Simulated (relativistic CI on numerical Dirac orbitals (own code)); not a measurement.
Radial parameters of Br20+

Calculated at this level of theory: Dirac-Coulomb-Breit CI, separate exchange-only KLI orbitals for each configuration, model QED (radiative potential, 1s self-energy scaled to tabulated hydrogen-like ionisation energies), unscaled Slater integrals (own radial code, finite nucleus).

Slater integrals F^k, G^k are unscaled and averaged over j, outside the closed core [Ne]; ζ comes from projecting the Hamiltonian with its Breit term on Σ l·s of the shell.

- 3s2 3p3: F^2(3p,3p) = 213770, ζ(3p) = 54090 cm⁻¹; <r>(3p) = 0.4664, <r^2>(3p) = 0.2506 (bohr units).
- 3s 3p4: F^2(3p,3p) = 213560, G^1(3s,3p) = 272510, ζ(3p) = 54041 cm⁻¹; <r>(3s) = 0.4767, <r^2>(3s) = 0.2583, <r>(3p) = 0.4669, <r^2>(3p) = 0.2511 (bohr units).
- 3s2 3p2 3d: F^2(3p,3p) = 213450, ζ(3p) = 53996, F^2(3p,3d) = 213690, G^1(3p,3d) = 233340, G^3(3p,3d) = 154650, ζ(3d) = 5862.2 cm⁻¹; <r>(3p) = 0.4671, <r^2>(3p) = 0.2514, <r>(3d) = 0.4221, <r^2>(3d) = 0.2067 (bohr units).

Averages of the first 10 configurations, taken without configuration mixing, which lowers the lowest level and can move excited configurations by several eV; other configurations of the list can lie among them:

```csv
Configuration,Parity,States,Average energy above the lowest level (eV)
3s2 3p3,odd,20,17.6
3s 3p4,even,30,86.9
3s2 3p2 3d,even,150,109.9
3p5,odd,6,165.5
3s 3p3 3d,odd,400,175.2
3p4 3d,even,150,249.7
3s 3p2 3d2,even,1350,266.8
3s2 3p 3d 4p,even,360,527.6
3p4 4s,even,30,550.6
3s2 3p2 4s,even,30,409.2
```
